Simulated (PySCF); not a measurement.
# Rh²⁺ (rhodium, charge +2) across methods

[Kr] 4d6 5p1, one real determinant (an excited configuration). All numbers are calculated (PySCF 2.14, scalar relativity by spin-free X2C-1e, in aug-cc-pVTZ-DK).

| method | E (hartree) | mean ε 4d α (eV) | mean ε 4d β (eV) | mean ε 5p α (eV) | Σ⟨r²⟩ (bohr²) | ⟨S²⟩ |
| --- | --- | --- | --- | --- | --- | --- |
| B3LYP | -4782.16 | -33.356 | -30.600 | -17.180 | 37.10 | 8.751 |
| PBE0 | -4781.79 | -33.912 | -30.862 | -17.323 | 37.04 | 8.751 |
| LDA | -4776.87 | -31.848 | -29.016 | -16.829 | 36.98 | 8.750 |
| r2SCANh | -4782.11 | -33.129 | -29.918 | -17.015 | 36.98 | 8.751 |
| UHF | -4779.82941 | -39.471 | -35.400 | -18.829 | 37.54 | 8.753 |
| r2SCAN | -4782.11 | -32.330 | -29.181 | -16.761 | 36.97 | 8.751 |
| PBE | -4781.71 | -31.755 | -28.969 | -16.671 | 37.03 | 8.751 |

Problem. Estimate the same row for wB97X.

Solution. E (hartree) = -4782.25; mean ε 4d α (eV) = -36.198; mean ε 4d β (eV) = -33.478; mean ε 5p α (eV) = -18.897; Σ⟨r²⟩ (bohr²) = 37.08; ⟨S²⟩ = 8.751.

⟨L²⟩ = 8.01 against 12 for a pure F term, so this real determinant mixes terms.
